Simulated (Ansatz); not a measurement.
Ansatz (an electronic-structure program) input (B3LYP-D3(BJ)/def2-TZVP):

Ansatz 0.2 input:
```yaml
crystal:
  periodic: [false, false, false]
  atoms:
    - {symbol: O, position_ang: [1.72672343, -0.86871458, -0.67641087]}
    - {symbol: C, position_ang: [1.18174872, 0.10347818, -0.25439117]}
    - {symbol: C, position_ang: [-0.31702514, 0.12817975, 0.11483282]}
    - {symbol: F, position_ang: [-0.44622212, 0.46472768, 1.41214200]}
    - {symbol: F, position_ang: [-0.91571287, -1.03781772, -0.08897633]}
    - {symbol: F, position_ang: [-0.93666235, 1.07162719, -0.61928171]}
    - {symbol: H, position_ang: [1.68524708, 1.07293467, -0.08631850]}
basis:
  gaussian:
    orbitals: def2-TZVP
hamiltonian:
  xc: b3lyp
  dispersion: d3bj
phonons: {temperatures: {t_min: 298.15, t_max: 298.15, t_step: 100}}
```

Output:

```
Functional definition: B3LYP
integrals: 0.09 GiB planned
1023 factors; their error is unknown
mean field: 0.89 GiB planned
mean field evaluation 1: about -12287.9307 eV, gradient 5.7e1 eV
mean field evaluation 2: about -12277.0034 eV, gradient 9.9e1 eV
mean field evaluation 4: about -12292.5909 eV, gradient 4.8e0 eV
mean field evaluation 8: about -12292.6401 eV, gradient 4.9e-1 eV
mean field evaluation 16: about -12292.6404 eV, gradient 2.5e-5 eV
mean field -12292.64035725 eV, -451.7462008781 hartree, gradient 2.4e-5 eV, S^2 0.000000; 0 other end points of the search recorded, 0 dependent functions left out
the calculation of the forces begins
reference -12292.64054650 eV, -451.7462078327 hartree; 24, 24 occupied and 168, 168 virtual orbitals, 1023 factors
these checks for a lower state are left out or cut short: stability, starts, cluster_reference, orbital_swaps, neighbouring_geometries, increment
integrals: 0.09 GiB planned
1023 factors; their error is unknown
mean field: 0.89 GiB planned
mean field -12292.64011569 eV, -451.7461920011 hartree, gradient 2.1e-6 eV, S^2 0.000000; 0 other end points of the search recorded, 0 dependent functions left out
the calculation of the forces begins
reference -12292.64030498 eV, -451.7461989571 hartree; 24, 24 occupied and 168, 168 virtual orbitals, 1023 factors
these checks for a lower state are left out or cut short: stability, starts, cluster_reference, orbital_swaps, neighbouring_geometries, increment
integrals: 0.09 GiB planned
1023 factors; their error is unknown
mean field: 0.89 GiB planned
mean field evaluation 32: about -12292.6402 eV, gradient 1.3e-6 eV
mean field -12292.64015706 eV, -451.7461935212 hartree, gradient 2.1e-6 eV, S^2 0.000000; 0 other end points of the search recorded, 0 dependent functions left out
the calculation of the forces begins
reference -12292.64034626 eV, -451.7462004743 hartree; 24, 24 occupied and 168, 168 virtual orbitals, 1023 factors
these checks for a lower state are left out or cut short: stability, starts, cluster_reference, orbital_swaps, neighbouring_geometries, increment
integrals: 0.09 GiB planned
1023 factors; their error is unknown
mean field: 0.89 GiB planned
mean field -12292.64033863 eV, -451.7462001939 hartree, gradient 2.1e-6 eV, S^2 0.000000; 0 other end points of the search recorded, 0 dependent functions left out
the calculation of the forces begins
reference -12292.64052787 eV, -451.7462071481 hartree; 24, 24 occupied and 168, 168 virtual orbitals, 1023 factors
these checks for a lower state are left out or cut short: stability, starts, cluster_reference, orbital_swaps, neighbouring_geometries, increment
integrals: 0.09 GiB planned
1023 factors; their error is unknown
mean field: 0.88 GiB planned
mean field -12292.64028947 eV, -451.7461983870 hartree, gradient 2.1e-6 eV, S^2 0.000000; 0 other end points of the search recorded, 0 dependent functions left out
the calculation of the forces begins
reference -12292.64047872 eV, -451.7462053419 hartree; 24, 24 occupied and 168, 168 virtual orbitals, 1023 factors
these checks for a lower state are left out or cut short: stability, starts, cluster_reference, orbital_swaps, neighbouring_geometries, increment
integrals: 0.09 GiB planned
1023 factors; their error is unknown
mean field: 0.89 GiB planned
mean field -12292.64006230 eV, -451.7461900389 hartree, gradient 2.1e-6 eV, S^2 0.000000; 0 other end points of the search recorded, 0 dependent functions left out
the calculation of the forces begins
reference -12292.64025140 eV, -451.7461969880 hartree; 24, 24 occupied and 168, 168 virtual orbitals, 1023 factors
these checks for a lower state are left out or cut short: stability, starts, cluster_reference, orbital_swaps, neighbouring_geometries, increment
integrals: 0.09 GiB planned
[...]
the calculation of the forces begins
reference -12292.64039410 eV, -451.7462022322 hartree; 24, 24 occupied and 168, 168 virtual orbitals, 1023 factors
these checks for a lower state are left out or cut short: stability, starts, cluster_reference, orbital_swaps, neighbouring_geometries, increment
integrals: 0.09 GiB planned
1023 factors; their error is unknown
mean field: 0.89 GiB planned
mean field -12292.64032165 eV, -451.7461995698 hartree, gradient 2.1e-6 eV, S^2 0.000000; 0 other end points of the search recorded, 0 dependent functions left out
the calculation of the forces begins
reference -12292.64051090 eV, -451.7462065244 hartree; 24, 24 occupied and 168, 168 virtual orbitals, 1023 factors
these checks for a lower state are left out or cut short: stability, starts, cluster_reference, orbital_swaps, neighbouring_geometries, increment
integrals: 0.09 GiB planned
1023 factors; their error is unknown
mean field: 0.89 GiB planned
mean field -12292.64035198 eV, -451.7462006843 hartree, gradient 2.1e-6 eV, S^2 0.000000; 0 other end points of the search recorded, 0 dependent functions left out
the calculation of the forces begins
reference -12292.64054122 eV, -451.7462076388 hartree; 24, 24 occupied and 168, 168 virtual orbitals, 1023 factors
these checks for a lower state are left out or cut short: stability, starts, cluster_reference, orbital_swaps, neighbouring_geometries, increment
integrals: 0.09 GiB planned
1023 factors; their error is unknown
mean field: 0.89 GiB planned
mean field evaluation 128: about -12292.6403 eV, gradient 1.3e-6 eV
mean field -12292.64033471 eV, -451.7462000496 hartree, gradient 2.1e-6 eV, S^2 0.000000; 0 other end points of the search recorded, 0 dependent functions left out
the calculation of the forces begins
reference -12292.64052394 eV, -451.7462070037 hartree; 24, 24 occupied and 168, 168 virtual orbitals, 1023 factors
these checks for a lower state are left out or cut short: stability, starts, cluster_reference, orbital_swaps, neighbouring_geometries, increment
integrals: 0.09 GiB planned
1023 factors; their error is unknown
mean field: 0.89 GiB planned
mean field -12292.64032271 eV, -451.7461996088 hartree, gradient 2.1e-6 eV, S^2 0.000000; 0 other end points of the search recorded, 0 dependent functions left out
the calculation of the forces begins
reference -12292.64051197 eV, -451.7462065638 hartree; 24, 24 occupied and 168, 168 virtual orbitals, 1023 factors
these checks for a lower state are left out or cut short: stability, starts, cluster_reference, orbital_swaps, neighbouring_geometries, increment
integrals: 0.09 GiB planned
1023 factors; their error is unknown
mean field: 0.89 GiB planned
mean field -12292.64027028 eV, -451.7461976818 hartree, gradient 2.1e-6 eV, S^2 0.000000; 0 other end points of the search recorded, 0 dependent functions left out
the calculation of the forces begins
reference -12292.64045953 eV, -451.7462046368 hartree; 24, 24 occupied and 168, 168 virtual orbitals, 1023 factors
these checks for a lower state are left out or cut short: stability, starts, cluster_reference, orbital_swaps, neighbouring_geometries, increment
integrals: 0.09 GiB planned
1023 factors; their error is unknown
mean field: 0.89 GiB planned
mean field -12292.64022735 eV, -451.7461961041 hartree, gradient 2.1e-6 eV, S^2 0.000000; 0 other end points of the search recorded, 0 dependent functions left out
the calculation of the forces begins
reference -12292.64041658 eV, -451.7462030583 hartree; 24, 24 occupied and 168, 168 virtual orbitals, 1023 factors
these checks for a lower state are left out or cut short: stability, starts, cluster_reference, orbital_swaps, neighbouring_geometries, increment
integrals: 0.09 GiB planned
1023 factors; their error is unknown
mean field: 0.89 GiB planned
mean field -12292.64023981 eV, -451.7461965624 hartree, gradient 2.1e-6 eV, S^2 0.000000; 0 other end points of the search recorded, 0 dependent functions left out
the calculation of the forces begins
reference -12292.64042906 eV, -451.7462035171 hartree; 24, 24 occupied and 168, 168 virtual orbitals, 1023 factors
these checks for a lower state are left out or cut short: stability, starts, cluster_reference, orbital_swaps, neighbouring_geometries, increment
integrals: 0.09 GiB planned
1023 factors; their error is unknown
mean field: 0.89 GiB planned
mean field evaluation 160: about -12292.6222 eV, gradient 3.0e-4 eV
mean field -12292.64026377 eV, -451.7461974426 hartree, gradient 2.1e-6 eV, S^2 0.000000; 0 other end points of the search recorded, 0 dependent functions left out
the calculation of the forces begins
reference -12292.64045301 eV, -451.7462043970 hartree; 24, 24 occupied and 168, 168 virtual orbitals, 1023 factors
these checks for a lower state are left out or cut short: stability, starts, cluster_reference, orbital_swaps, neighbouring_geometries, increment
integrals: 0.09 GiB planned
1023 factors; their error is unknown
mean field: 0.89 GiB planned
mean field -12292.64030902 eV, -451.7461991056 hartree, gradient 2.1e-6 eV, S^2 0.000000; 0 other end points of the search recorded, 0 dependent functions left out
the calculation of the forces begins
reference -12292.64049827 eV, -451.7462060606 hartree; 24, 24 occupied and 168, 168 virtual orbitals, 1023 factors
these checks for a lower state are left out or cut short: stability, starts, cluster_reference, orbital_swaps, neighbouring_geometries, increment
integrals: 0.09 GiB planned
1023 factors; their error is unknown
mean field: 0.89 GiB planned
mean field -12292.64033926 eV, -451.7462002170 hartree, gradient 2.1e-6 eV, S^2 0.000000; 0 other end points of the search recorded, 0 dependent functions left out
the calculation of the forces begins
reference -12292.64052849 eV, -451.7462071711 hartree; 24, 24 occupied and 168, 168 virtual orbitals, 1023 factors
these checks for a lower state are left out or cut short: stability, starts, cluster_reference, orbital_swaps, neighbouring_geometries, increment
integrals: 0.09 GiB planned
1023 factors; their error is unknown
mean field: 0.89 GiB planned
mean field -12292.64028660 eV, -451.7461982816 hartree, gradient 2.1e-6 eV, S^2 0.000000; 0 other end points of the search recorded, 0 dependent functions left out
the calculation of the forces begins
reference -12292.64047592 eV, -451.7462052390 hartree; 24, 24 occupied and 168, 168 virtual orbitals, 1023 factors
these checks for a lower state are left out or cut short: stability, starts, cluster_reference, orbital_swaps, neighbouring_geometries, increment
integrals: 0.09 GiB planned
1023 factors; their error is unknown
mean field: 0.89 GiB planned
mean field evaluation 192: about -12292.6403 eV, gradient 2.2e-4 eV
mean field -12292.64027478 eV, -451.7461978473 hartree, gradient 2.1e-6 eV, S^2 0.000000; 0 other end points of the search recorded, 0 dependent functions left out
the calculation of the forces begins
reference -12292.64046395 eV, -451.7462047991 hartree; 24, 24 occupied and 168, 168 virtual orbitals, 1023 factors
these checks for a lower state are left out or cut short: stability, starts, cluster_reference, orbital_swaps, neighbouring_geometries, increment
integrals: 0.09 GiB planned
1023 factors; their error is unknown
mean field: 0.89 GiB planned
mean field -12292.64034781 eV, -451.7462005312 hartree, gradient 2.1e-6 eV, S^2 0.000000; 0 other end points of the search recorded, 0 dependent functions left out
the calculation of the forces begins
reference -12292.64053708 eV, -451.7462074866 hartree; 24, 24 occupied and 168, 168 virtual orbitals, 1023 factors
these checks for a lower state are left out or cut short: stability, starts, cluster_reference, orbital_swaps, neighbouring_geometries, increment
integrals: 0.09 GiB planned
1023 factors; their error is unknown
mean field: 0.89 GiB planned
mean field -12292.64032353 eV, -451.7461996388 hartree, gradient 2.1e-6 eV, S^2 0.000000; 0 other end points of the search recorded, 0 dependent functions left out
the calculation of the forces begins
reference -12292.64051275 eV, -451.7462065925 hartree; 24, 24 occupied and 168, 168 virtual orbitals, 1023 factors
Total energy: -12292.81637244 eV, -451.7526693168 hartree
Atom 0 at     1.726723    -0.868715    -0.676411 Å, force    -0.000103     0.000109     0.000057 eV/Å
Atom 1 at     1.181749     0.103478    -0.254391 Å, force     0.000474     0.000093    -0.000087 eV/Å
Atom 2 at    -0.317025     0.128180     0.114833 Å, force     0.000384    -0.000431    -0.000221 eV/Å
Atom 3 at    -0.446222     0.464728     1.412142 Å, force    -0.000112     0.000098     0.000523 eV/Å
Atom 4 at    -0.915713    -1.037818    -0.088976 Å, force    -0.000246    -0.000094     0.000031 eV/Å
Atom 5 at    -0.936662     1.071627    -0.619282 Å, force    -0.000308     0.000341    -0.000290 eV/Å
Atom 6 at     1.685247     1.072935    -0.086319 Å, force    -0.000090    -0.000115    -0.000013 eV/Å
Dipole moment:     0.111980     0.327177     0.070711 e Å
Vibrations: 73.05 252.46 308.35 424.58 520.88 525.40 703.41 836.96 976.29 1158.26 1181.98 1293.76 1404.42 1854.20 2954.20 cm⁻¹, zero-point energy 0.896914 eV
```
